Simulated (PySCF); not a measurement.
The dipole of `OB(O)C1=C[O][AlH2-][O+]=C1` from its density and from atomic charges.

Coordinates (PBE0-D3(BJ)/def2-SVP, Å) and charges (e) from the PBE0/pcSseg-1 density (PySCF):

```tsv
atom	x	y	z	Mulliken	IAO	Hirshfeld	ESP-fitted
O1	2.350	1.411	0.792	-0.4218	-0.5502	-0.2506	-0.6721
B2	1.879	0.189	0.407	+0.6224	+0.4850	+0.2298	+0.5551
O3	2.653	-0.926	0.252	-0.4220	-0.5502	-0.2507	-0.6716
C4	0.358	0.057	0.124	-0.5770	-0.3353	-0.1481	-0.4737
C5	-0.187	-1.178	-0.269	+0.4001	+0.2439	+0.1314	+0.4607
O6	-1.402	-1.418	-0.530	-0.5682	-0.4666	-0.1884	-0.4840
Al7	-2.826	-0.211	-0.487	+0.9478	+0.8287	+0.4230	+0.8868
O8	-1.736	1.204	0.059	-0.5678	-0.4662	-0.1884	-0.4883
C9	-0.487	1.175	0.258	+0.4001	+0.2441	+0.1315	+0.4713
H10	3.293	1.462	0.968	+0.2393	+0.3578	+0.1816	+0.4352
H11	3.591	-0.815	0.431	+0.2394	+0.3577	+0.1815	+0.4349
H12	0.501	-2.035	-0.363	+0.1193	+0.1608	+0.0607	+0.0718
H13	-3.323	0.060	-1.971	-0.2656	-0.2354	-0.1873	-0.2986
H14	-3.808	-0.603	0.697	-0.2655	-0.2349	-0.1869	-0.2966
H15	-0.029	2.129	0.570	+0.1193	+0.1608	+0.0606	+0.0690
```

Compute μ = Σ q r for each scheme (1 e·Å = 4.803 D) and compare with the dipole of the full density.

The full density gives (6.71, 0.57, 1.28) D, 6.86 D in size; dipole vectors point from the negative to the positive end.

| scheme | μx | μy | μz | size (D) | share of the full size (%) | angle to the full dipole (°) |
| --- | --- | --- | --- | --- | --- | --- |
| Mulliken | 6.17 | 0.53 | 1.16 | 6.30 | 92 | 0 |
| IAO | 5.82 | 0.50 | 1.10 | 5.94 | 87 | 0 |
| Hirshfeld | 5.02 | 0.42 | 0.96 | 5.13 | 75 | 0 |
| ESP-fitted | 6.57 | 0.56 | 1.26 | 6.71 | 98 | 0 |

Which set comes closest?

Length of the difference vector: ESP-fitted 0.15 D, Mulliken 0.56 D, IAO 0.92 D, Hirshfeld 1.73 D. Closest: ESP-fitted. ESP charges are fitted to the potential around the molecule, whose slowest-falling term is the dipole's. 

What is left for the Hirshfeld atoms' own dipoles?

The shares of the density sum to the whole, so what Σ q r misses lies in dipoles about the nuclei. The atomic dipoles sum to (6.71, 0.57, 1.28) − (5.02, 0.42, 0.96) = (1.69, 0.15, 0.32) D, 1.73 D in size.

With the origin at the mean of the coordinates, (0.055, 0.033, 0.063) Å, which are the largest single terms, by size, of the Mulliken dipole along the direction of the full one?

Al7 -13.40, B2 +5.57, O3 -5.06, O1 -5.06, H14 +4.74 D; all 15 atoms together +6.30 D. The single terms depend on the origin, their sum doesn't.

Give the size of the full dipole in other units.

6.86 D = 2.698 au = 1.428 e·Å = 22.88 × 10⁻³⁰ C·m.

One conformer (not necessarily the lowest) at the PBE0-D3(BJ)/def2-SVP geometry, without solvent, vibrations or thermal averaging.

The run behind these numbers computed NMR shieldings as well. On an Arm Neoverse V1 with one thread, on a shared host, this took 26 s of wall time and 0.95 GiB of memory at its peak.

Shape of the structure used: `[OH:1][B:2]([OH:3])[C:4]1=[CH:5][O:6][AlH2-:7][O+:8]=[CH:9]1`: O1–B2–C4–C5 180°, H–O1–B2–O3 -1°, H–O3–B2–O1 0°.
